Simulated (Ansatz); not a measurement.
Geometry optimisation, RKS PBE0/def2-mTZVP in Ansatz.

input.yaml

```yaml
crystal:
  periodic: [false, false, false]
  atoms:
    - { symbol: "N", position_ang: [-0.4475, 0.2949, -1.4279] }
    - { symbol: Si, position_ang: [0.1135, -0.4456, 0.0467] }
    - { symbol: O, position_ang: [1.6601, -1.0578, -0.2534] }
    - { symbol: F, position_ang: [-0.8378, -1.6957, 0.4778] }
    - { symbol: Se, position_ang: [0.1957, 1.081, 1.7196] }
    - { symbol: H, position_ang: [-1.25955, -0.34686, -1.82667] }
    - { symbol: H, position_ang: [0.31313, 0.18891, -2.17362] }
    - { symbol: H, position_ang: [1.9926, -1.469, 0.6084] }
    - { symbol: H, position_ang: [-1.3151, 1.3414, 1.6519] }
basis:
  gaussian: { orbitals: def2-mTZVP }
hamiltonian:
  xc: pbe0
relax:
  f_tol: 0.015
  max_steps: 40
```

Launched with:

```bash
$ ansatz run input.yaml --threads 2 --pin off --max-ram 3072MiB --backend cpu --events-out ev --progress --plain --runs-dir out
```

Task: Where does it end, and by what steps?

Result: The forces met the threshold. After 18 steps the energy has fallen by 0.598 eV; H7 moved furthest, 0.95 Å.

```tsv
step	energy less start (eV)	largest force component (eV/Å)	accepted
0	0.0000	2.815	yes
1	-0.3403	1.413	yes
2	-0.4401	0.711	yes
3	-0.5083	1.456	yes
4	-0.5324	0.288	yes
5	-0.5599	0.299	yes
6	-0.5660	0.131	yes
7	-0.5724	0.150	yes
8	-0.5794	0.143	yes
9	-0.5803	0.374	yes
10	-0.5880	0.116	yes
11	-0.5936	0.208	yes
12	-0.5930	0.211	no
13	-0.5960	0.089	yes
14	-0.5946	0.379	no
15	-0.5972	0.058	yes
16	-0.5981	0.033	yes
17	-0.5983	0.023	yes
18	-0.5984	0.006	yes
```

```xyz
9
Properties=species:S:1:pos:R:3
N -0.512 0.026 -1.437
Si 0.127 -0.514 0.034
O 1.617 -1.186 -0.103
F -0.871 -1.649 0.575
Se 0.299 1.191 1.516
H -0.828 -0.625 -2.141
H -0.218 0.904 -1.836
H 1.963 -1.653 0.664
H -1.162 1.397 1.552
```

Time of the run: 83 s on 2 threads of AMD EPYC 7R43 64-Core Processor (Zen 3) (shared host), peak memory 0.35 GiB.
